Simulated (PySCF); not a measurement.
## Chromium: a sound run and one with changed settings

Sound run: Cr [Ar] 3d5 4s1, Cr⁺ [Ar] 3d5. Calculation: PySCF 2.14, in def2-SVP (5s3p2d1f, 31 functions); no relativity, point nucleus. In the sound run the correlated levels freeze [Ar]. The sound run starts from symmetry-adapted Hartree-Fock orbitals and uses a fine grid where one is needed.

Changed run: all electrons correlated in a basis built for the valence shell.

| species | method | sound run (hartree) | changed run (hartree) | converged |
| --- | --- | --- | --- | --- |
| Cr | MP2 | -1043.25141 | -1043.40013 | yes |
| Cr⁺ | MP2 | -1043.02889 | -1043.17158 | yes |

Ionisation energy of Cr:

```json
{"method": "UHF", "sound run (eV)": "5.835", "changed run (eV)": "5.835"}
{"method": "MP2", "sound run (eV)": "6.055", "changed run (eV)": "6.219"}
{"method": "SCS-MP2", "sound run (eV)": "5.908", "changed run (eV)": "6.084"}
```

A valence basis has no tight correlating functions, so it recovers only part of the core correlation, and not evenly between atom and ion.

For comparison, NIST gives 6.767 eV between the lowest levels.
